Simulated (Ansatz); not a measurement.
A thermochemical cycle in electronic energies (no zero-point or thermal terms), species as SMILES, kcal/mol. Each molecule is optimised on its own at B3LYP-D3(BJ)/def2-TZVP (Ansatz, a first-principles code). Cores are frozen in the correlated levels unless marked. UHF or UKS for open shells. Spin-orbit coupling is left out. Non-relativistic. Basis-set limits of correlation are two-point, X^-3; Hartree-Fock from the larger set. The bracket is a focal-point correction in the basis named. Anions need diffuse functions, of which def2-TZVPD holds fewer than the aug- sets.

| step | RI-MP2/CBS(aug-cc-pV(T+d)Z,aug-cc-pV(Q+d)Z)+[CCSD(T)-MP2]/aug-cc-pV(T+d)Z (Ansatz) | B3LYP-D3(BJ)/def2-TZVPD (Ansatz + dftd3) |
|---|---|---|
| bond energy D: C[SiH](C)C → C[Si](C)C + H atom | 99.4 | 96.8 |
| electron affinity EA, positive where the anion is bound: C[Si](C)C + e- → C[Si-](C)C | 20.2 | 18.2 |
| ionisation of the H atom at the same level, IE | 313.7 | 315.1 |

**Question.** Find the deprotonation energy A: C[SiH](C)C [trimethylsilane] → C[Si-](C)C + H+.

**Answer.** Breaking the bond, ionising the H atom and attaching the electron to the radical add up to the deprotonation, A = D + IE - EA. At RI-MP2/CBS(aug-cc-pV(T+d)Z,aug-cc-pV(Q+d)Z)+[CCSD(T)-MP2]/aug-cc-pV(T+d)Z: A = D + IE - EA = 99.4 + 313.7 - 20.2 = 392.9. At B3LYP-D3(BJ)/def2-TZVPD: A = D + IE - EA = 96.8 + 315.1 - 18.2 = 393.7. The functional differs from the first level by -2.6 in D, -2.0 in EA and +0.8 in A; for EA and A the gap mixes functional and basis. The site is the one shown; other sites or isomers of the anion may lie lower.
